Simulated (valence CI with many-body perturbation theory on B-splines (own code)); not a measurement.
## Level structure of Hf⁶⁷⁺

Calculated by configuration interaction combined with many-body perturbation theory (CI+MBPT): three valence electrons over a frozen Dirac-Fock core [He], a basis of 11 s, 11 p, 10 d, 8 f, 5 g, 2 h functions for each j, with the one-electron correlation potential Σ1, the two-electron term Σ2, the three-electron term Σ3, Breit, model QED; selected CI, second order for the rest, scaled by the run's own slope (own B-spline code, finite nucleus).

The last digits are not significant, and no measured levels were compared; by estimate large intervals hold to a few tenths of a per cent, small ones and those within an open d or f shell to about a per cent.

Levels 136 to 165 of 165, with energies above the lowest level, (2s^2 2p1/2) J=1/2. "Leading %" is the weight of the configuration and term that name the level; weights of strongly mixed levels are sums over their largest components and can fall short, so below about 35 % the name and the second component can differ from the true leading terms, or belong to a minority configuration. In the jj column 3d3/2^4 stands for four electrons in 3d with j = 3/2. Lifetimes count E1, E2, E3, M1 and M2 decay at the calculated energies, and are blank where another channel may lead or the interval is too uncertain; long ones can be off by a factor of two.

```csv
No.,Configuration,Term,J,E (eV),Leading %,Leading jj,Lifetime,Second component
136,2s2.4f,2F°,5/2,13701,98,2s^2 4f5/2 (98 %),3.17 fs,
137,2p2.3d,2D,5/2,13714,67,2p3/2^2 3d5/2 (99 %),848 as,12 % 2p2.3d 2F
138,2s2.4f,2F°,7/2,13722,98,2s^2 4f7/2 (98 %),3.27 fs,
139,2s.2p.4p,4P,3/2,13789,30,2s 2p1/2 4p3/2 (100 %),6.56 fs,27 % 2s.2p.4p 4D
140,2s.2p.4d,4F°,3/2,13809,58,2s 2p1/2 4d3/2 (100 %),2.73 fs,15 % 2s.2p.4d 2D°
141,2s.2p.4p,2P,1/2,13820,44,2s 2p1/2 4p3/2 (97 %),3.03 fs,19 % 2s.2p.4p 2S
142,2s.2p.4p,4D,5/2,13821,42,2s 2p1/2 4p3/2 (100 %),15.5 fs,41 % 2s.2p.4p 2D
143,2s.2p.4p,2D,3/2,13822,40,2s 2p1/2 4p3/2 (100 %),4.16 fs,24 % 2s.2p.4p 2P
144,2s.2p.4d,4F°,5/2,13839,44,2s 2p1/2 4d3/2 (97 %),4.25 fs,26 % 2s.2p.4d 2F°
145,2s.2p.4d,2P°,3/2,13845,26,2s 2p1/2 4d3/2 (99 %),1.44 fs,25 % 2s.2p.4d 2D°
146,2s.2p.4d,4D°,1/2,13846,53,2s 2p1/2 4d3/2 (99 %),1.08 fs,40 % 2s.2p.4d 2P°
147,2s.2p.4d,4P°,5/2,13856,27,2s 2p1/2 4d5/2 (98 %),1.62 fs,26 % 2s.2p.4d 4D°
148,2s.2p.4f,4G,5/2,13865,44,2s 2p1/2 4f5/2 (100 %),3.21 fs,19 % 2s.2p.4f 4F
149,2s.2p.4f,4F,7/2,13886,26,2s 2p1/2 4f7/2 (100 %),3.29 fs,24 % 2s.2p.4f 4D
150,2s.2p.4d,2F°,7/2,13886,41,2s 2p1/2 4d5/2 (100 %),1.60 fs,36 % 2s.2p.4d 4F°
151,2s.2p.4d,2F°,5/2,13890,39,2s 2p1/2 4d5/2 (99 %),1.61 fs,26 % 2s.2p.4d 2D°
152,2s.2p.4d,2P°,3/2,13891,39,2s 2p1/2 4d5/2 (99 %),1.63 fs,31 % 2s.2p.4d 2D°
153,2s.2p.4f,2G,7/2,13898,40,2s 2p1/2 4f5/2 (100 %),3.22 fs,31 % 2s.2p.4f 4G
154,2s.2p.4f,4G,5/2,13899,31,2s 2p1/2 4f5/2 (100 %),3.20 fs,28 % 2s.2p.4f 2F
155,2s.2p.4f,4F,3/2,13899,47,2s 2p1/2 4f5/2 (100 %),3.18 fs,41 % 2s.2p.4f 2D
156,2p2.4s,4P,1/2,13903,44,2p1/2^2 4s (96 %),6.92 fs,30 % 2p2.4s 2S
157,2s.2p.4f,2G,9/2,13918,41,2s 2p1/2 4f7/2 (100 %),3.30 fs,32 % 2s.2p.4f 4G
158,2s.2p.4f,4D,7/2,13919,31,2s 2p1/2 4f7/2 (100 %),3.30 fs,29 % 2s.2p.4f 2G
159,2s.2p.4f,2D,5/2,13920,40,2s 2p1/2 4f7/2 (100 %),3.29 fs,28 % 2s.2p.4f 2F
160,2p2.4p,2P°,1/2,13930,46,2p1/2^2 4p1/2 (97 %),3.71 fs,37 % 2p2.4p 4D°
161,2p2.4p,2P°,3/2,14092,35,2p1/2^2 4p3/2 (98 %),3.94 fs,19 % 2p2.4p 4D°
162,2p2.4d,2D,3/2,14110,43,2p1/2^2 4d3/2 (98 %),4.33 fs,32 % 2p2.4d 4F
163,2p2.4d,2D,5/2,14158,36,2p1/2^2 4d5/2 (98 %),1.61 fs,18 % 2p2.4d 4D
164,2p2.4f,2F°,5/2,14165,42,2p1/2^2 4f5/2 (98 %),3.24 fs,29 % 2p2.4f 4G°
165,2p2.4f,2F°,7/2,14186,37,2p1/2^2 4f7/2 (98 %),3.32 fs,17 % 2p2.4f 2G°
```
